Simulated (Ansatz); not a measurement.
Start from `CCC1CO1` and change one atom or group to get `BOC1CO1`.

Ansatz, PBE0-D4/def2-TZVP geometries, multiplicity 1. Each molecule was computed in one conformer, which needn't be the lowest.

```csv
property,`CCC1CO1`
HOMO energy (ωB97M-V/def2-TZVPP) / eV,-10.19
"ideal-gas entropy at 298 K and 1 bar (rigid rotor, harmonic PBE0-D4/def2-TZVP) / J/(mol·K)",311
HOMO–LUMO gap (ωB97M-V/def2-TZVPP) / eV,12.85
LUMO energy (PBE/def2-TZVPP) / eV,0.46
zero-point energy (PBE0-D4/def2-TZVP) / kJ/mol,300.5
size of the dipole moment (B3LYP/def2-TZVPP) / D,1.94
```

Task: Give the same properties after the change, and the shifts. (An estimate is asked.)

Result: Ansatz gave: 
| property | `BOC1CO1` | shift |
| --- | --- | --- |
| HOMO energy (ωB97M-V/def2-TZVPP) / eV | -10.92 | -0.73 |
| ideal-gas entropy at 298 K and 1 bar (rigid rotor, harmonic PBE0-D4/def2-TZVP) / J/(mol·K) | 302 | -9 |
| HOMO–LUMO gap (ωB97M-V/def2-TZVPP) / eV | 12.04 | -0.81 |
| LUMO energy (PBE/def2-TZVPP) / eV | -1.73 | -2.19 |
| zero-point energy (PBE0-D4/def2-TZVP) / kJ/mol | 195.6 | -104.9 |
| size of the dipole moment (B3LYP/def2-TZVPP) / D | 2.20 | 0.26 |

With PBE0 the HOMO falls by 0.75 eV and the LUMO falls by 1.98 eV, so the gap narrows by about 1.23 eV. PBE moves the HOMO by -0.79 eV and ωB97M-V by -0.73 eV. The zero-point energy changes by -104.9 kJ/mol with -9 modes. Dipoles are sizes alone; their direction can turn.

B3LYP here is the variant with VWN-RPA as its local correlation; programs differ in this.

Positive LUMOs are unbound, so they and the gaps depend on the basis.
